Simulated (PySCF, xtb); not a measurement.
C3H3N2, SMILES C1=NC=C[N]1, multiplicity 2.

Harmonic wavenumbers (cm⁻¹) from GFN2-xTB (xtb 6.7.1) at its own minimum, in rising order: 506, 551, 557, 716, 780, 794, 815, 1016, 1053, 1114, 1177, 1235, 1293, 1359, 1425, 3170, 3180, 3183.

Question: What does PBE0-D3(BJ)/def2-SVP in PySCF 2.14.0 give at its own minimum? (Estimate from the structure and the level; the computed values follow.)

Answer: 516, 569, 765, 825, 885, 901, 927, 1005, 1055, 1199, 1203, 1293, 1329, 1507, 1569, 3231, 3244, 3252. Paired by order, the mean absolute difference is 76 cm⁻¹ and the zero-point energies are 34.2 and 36.1 kcal/mol.
